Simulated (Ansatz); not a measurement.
The same molecule with X = C, Si, Sn. Ansatz, PBE0-D4/def2-TZVP geometries, multiplicity 1.

Elements past krypton have def2 core potentials.

```
 X           molecule  mean X–H bond length / Å  mean X–S bond length / Å  HOMO energy (B3LYP/def2-TZVPP) / eV  HOMO–LUMO gap (PBE/def2-TZVPP) / eV  HOMO energy (PBE0/def2-TZVPP) / eV
Si  `[AlH2][S][SiH3]`                     1.484                     2.141                                -7.53                                 4.30                               -7.78
Sn  `[AlH2][S][SnH3]`                     1.704                     2.412                                -7.36                                 4.31                               -7.61
```

(1) Give the row for X = C, `C[S][AlH2]`. (An estimate is asked.)

Answers

(1) Computed: 
```
X      molecule  mean X–H bond length / Å  mean X–S bond length / Å  HOMO energy (B3LYP/def2-TZVPP) / eV  HOMO–LUMO gap (PBE/def2-TZVPP) / eV  HOMO energy (PBE0/def2-TZVPP) / eV
C  `C[S][AlH2]`                     1.089                     1.822                                -6.98                                 4.08                               -7.22
```

From C to Sn the mean X–H bond length rises at each step, by 0.615 Å in all; the mean X–S bond length rises at each step, by 0.590 Å in all; the HOMO energy (B3LYP/def2-TZVPP) isn't monotonic: highest at C, lowest at Si; the HOMO–LUMO gap (PBE/def2-TZVPP) rises at each step, by 0.23 eV in all; the HOMO energy (PBE0/def2-TZVPP) isn't monotonic: highest at C, lowest at Si. Bonds lengthen as the atom grows down the group.

B3LYP here is the variant with VWN-RPA as its local correlation; programs differ in this.
